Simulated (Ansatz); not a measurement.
A structure relaxed at PBE0-D4/def2-TZVP, charge 0, multiplicity 1:

Cartesian coordinates in Å:
```
N -2.3563 0.3020 1.5898
C -1.3419 0.2950 1.0463
Si 0.2589 0.2726 0.1757
F 1.2369 1.3019 0.8395
C -0.0035 0.7126 -1.5731
N -0.1757 0.9825 -2.6786
C 0.9703 -1.4025 0.2722
N 1.4114 -2.4640 0.3281
```

Give its formula and SMILES.

C3FN3Si, `N#C[Si](F)(C#N)C#N`.

Point group (tolerance 0.08 Å, 0.16 Å for H)?

C3v.

Summarise the bond lengths by kind.

3 × C–N 1.151 Å; 3 × C–Si 1.822 Å; 1 × F–Si 1.567 Å.

All numbers were calculated with Ansatz.
